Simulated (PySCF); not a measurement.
## KBe: one state, many levels of theory

State: ²Σ⁺ (doublet), unpaired electrons σ ↑. Set-up: basis K def2-SVP, Be def2-SVP; no relativity; PySCF 2.14. De refers to K + Be in their ground configurations, without counterpoise correction. The functionals are run spin-unrestricted. A positive dipole means K(−)Be(+). Levels whose curve was spin-contaminated or gave no clean fit are not listed.

| Level | Re (Å) | ωe (cm⁻¹) | De (eV) | μ (D) |
| --- | --- | --- | --- | --- |
| PBE | 3.395 | 172 | 0.380 | -3.55 |
| BLYP | 3.448 | 157 | 0.278 | -3.03 |
| r²SCAN | 3.439 | 172 | 0.391 | -4.04 |
| PBE0 | 3.418 | 168 | 0.307 | -3.88 |
| r²SCAN0 | 3.442 | 169 | 0.340 | -4.22 |
| M06-2X | 3.435 | 149 | 0.229 | -2.43 |
| CAM-B3LYP | 3.448 | 151 | 0.175 | -3.42 |

Question: What does a quarter of exact exchange do here, going from PBE to PBE0?

Answer: PBE0 less PBE: +2.3 pm in Re, -2.3 % in ωe, -0.07 eV in De. Exact exchange removes part of the self-interaction that spreads semilocal densities, and in most molecules shortens and stiffens the bond and lowers De; here Re and ωe go the other way.

Question: What does a quarter of exact exchange do here, going from r²SCAN to r²SCAN0?

Answer: r²SCAN0 less r²SCAN: +0.3 pm in Re, -1.7 % in ωe, -0.05 eV in De. Exact exchange removes part of the self-interaction that spreads semilocal densities, and in most molecules shortens and stiffens the bond and lowers De; here Re and ωe go the other way.

The bond is weak. Basis-set superposition, not corrected here, can be much of De in a small basis, most of all at correlated wavefunction levels. Functionals without a dispersion term scatter widely for such bonds, and LDA overbinds them. The state is the lowest determinant that a PBE0 search found; another state may lie lower at other levels.
